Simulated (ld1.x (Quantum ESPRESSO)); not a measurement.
**Before and after: TM semilocal potential for promethium**

* Element: promethium
* Generator: ld1.x (Quantum ESPRESSO) 7.5
* Type: norm-conserving Troullier–Martins (semilocal form)
* Functional: PBEsol
* Relativity: scalar-relativistic
* Frozen core: [Kr] 4d10 5s2
* Valence charge: 13
* Reference configuration: 4f5 5p6 5d0 6s2 6p0
* Partial waves: 6s (bound): rc 3.85 bohr; 5d (bound, empty): rc 3.35 bohr; 4f (bound): rc 1.05 bohr; 5p (bound): rc 1.90 bohr
* Local potential: the p channel
* Core correction: Bessel-smoothed model core inside 0.95 bohr

Change: functional PBE.

Cutoffs: the cutoffs (Ry, on a coarse ladder) from which the occupation-weighted sum of valence levels, in a spherical-Bessel basis at the reference potential, stays within 10 and 1 mRy of its value at 400 Ry; they do not see the model core or the augmentation charge, which bear on the density cutoff. Errors are all-electron minus pseudo energies relative to the spin-unpolarised reference configuration.

What does the change do?

Of the 7 tests that both files solve, the error grows in 1 and shrinks in 2 by more than 15 % and 0.3 meV (median size 10.7 → 14.0 meV); neither file shows a bound ghost at the reference potential, the only one tested. A semilocal file is local in each channel, so a ghost entry of none says nothing of the separable form that plane-wave codes build from it.

```tsv
quantity	base	changed
cutoff, loose	300 Ry	300 Ry
cutoff, tight	over 300 Ry	over 300 Ry
bound ghosts	none	none
error for 4f5 5p6 5d0 6s1 6p0, meV [ΔE 5.89 → 5.87 eV]	-1.7	-1.4
error for 4f5 5p6 5d0 6s0 6p0, meV [ΔE 16.73 → 16.81 eV]	-23	-19
error for 4f4 5p6 5d0 6s0 6p0, meV [ΔE 39.97 → 40.01 eV]	+11	+14
error for 4f5 5p6 5d1 6s0 6p0, meV [ΔE 7.09 → 7.11 eV]	-31	-31
error for 4f5 5p6 5d0 6s1.5 6p0, meV [ΔE 2.35 → 2.34 eV]	-0.5	-0.4
error for 4f5 5p6 5d1 6s1 6p0, meV [ΔE 1.86 → 1.85 eV]	-8.9	-10
error for 4f3 5p6 5d0 6s0 6p0, meV [ΔE 81.12 → 81.11 eV]	-834	-833
s: phases at 4.19 bohr within 0.05 rad from the reference energy up to (Ry; the scan ends near 5)	1.0	1.0
p: phases at 4.19 bohr within 0.05 rad from the reference energy up to (Ry; the scan ends near 5)	2.2	2.2
d: phases at 4.19 bohr within 0.05 rad from the reference energy up to (Ry; the scan ends near 5)	1.0	0.9
f: phases at 4.19 bohr within 0.05 rad from the reference energy up to (Ry; the scan ends near 5)	2.8	2.8
```

Base: These tests converged, but a pseudo level misses the all-electron one widely, so the file describes the atom poorly there or has found another state: 4f5 5p6 5d0 6s0 6p0: empty 6p by 6.7 eV. Changed file: These tests converged, but a pseudo level misses the all-electron one widely, so the file describes the atom poorly there or has found another state: 4f5 5p6 5d0 6s0 6p0: empty 6p by 6.8 eV.
